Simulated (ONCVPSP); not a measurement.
## Before and after: ONCV potential for Tl

| Item | Value |
| --- | --- |
| Element | Tl |
| Generator | ONCVPSP 4.0.1 |
| Type | optimised norm-conserving Vanderbilt (ONCV) |
| Functional | LDA (Perdew-Zunger) |
| Relativity | scalar-relativistic |
| Frozen core | [Xe] 4f14 5d10 |
| Valence charge | 3 |
| Reference configuration | 6s2 6p1 |
| Partial waves | 6s: rc 2.20 bohr, ncon 4, nbas 9, qcut 3 1/bohr, 1 projector; 6p: rc 2.90 bohr, ncon 3, nbas 7, qcut 2.7 1/bohr, 2 projectors, debl 0.5 Ha; d scattering state at 0.34 Ha: rc 2.95 bohr, ncon 4, nbas 8, qcut 3.8 1/bohr, 1 projector |
| Local potential | polynomial inside 1.45 bohr (lpopt 4, dvloc0 1 Ha) |
| Core correction | Teter function, fcfact 2.75, rcfact 1.05 |

Change: local potential polynomial inside 1.45 bohr (lpopt 4, dvloc0 5 Ha).

Cutoffs: the cutoffs (Ha) at which the residual kinetic energy of the hardest occupied pseudo-wave falls to 1 and 0.1 mHa per electron; they do not see the model core or the augmentation charge, which bear on the density cutoff. Errors are all-electron minus pseudo energies relative to the spin-unpolarised reference configuration.

Problem. How do hardness, ghosts and transferability respond?

Solution. The potential gets neither clearly harder nor softer (9.1 Ha and 43 Ha → 9.1 Ha and 43 Ha); the bound ghost in s disappears; the lowest positive-energy flag moves from d at 17.8 eV to none; of the 4 tests that both files solve, the error grows in 1 and shrinks in 1 by more than 15 % and 0.3 meV (median size 16.8 → 12.1 meV); the range in which the s phases agree narrows (upper end 2.2 → 0.5). In the separable form a ghost depends on how the local part lies against the semilocal potential of the channel, so the choice of the local part can create or remove one.

| quantity | base | changed |
| --- | --- | --- |
| cutoff, loose | 9.1 Ha | 9.1 Ha |
| cutoff, tight | 43 Ha | 43 Ha |
| bound ghosts | s | none |
| GHOST(+) flags under 300 eV | d at 17.8 eV, p at 44.9 eV | none |
| error for 6s2 6p0, meV [ΔE 5.41 eV] | +15 | +17 |
| error for 6s1 6p0, meV [ΔE 26.61 eV] | -19 | +7.1 |
| error for 6s2 6p0.5, meV [ΔE 1.97 eV] | +2.3 | +2.7 |
| error for 6s0 6p3, meV [ΔE 15.40 eV] | +37 | +36 |
| s: phases at 2.24 bohr within 0.05 rad from the reference energy up to (Ha; the scan ends near 5) | 2.2 | 0.5 |
| p: phases at 2.95 bohr within 0.05 rad from the reference energy up to (Ha; the scan ends near 5) | 1.4 | 1.6 |
| d: phases at 3.00 bohr within 0.05 rad from the reference energy up to (Ha; the scan ends near 5) | 0.4 | 0.5 |
| rms error of d²Exc/dni dnj with the model core, mHa | 9.89 | 9.89 |

 A true bound ghost makes a file unfit for plane-wave use even where its test errors are small: the radial tests pick states by their node count and pass the ghost by.
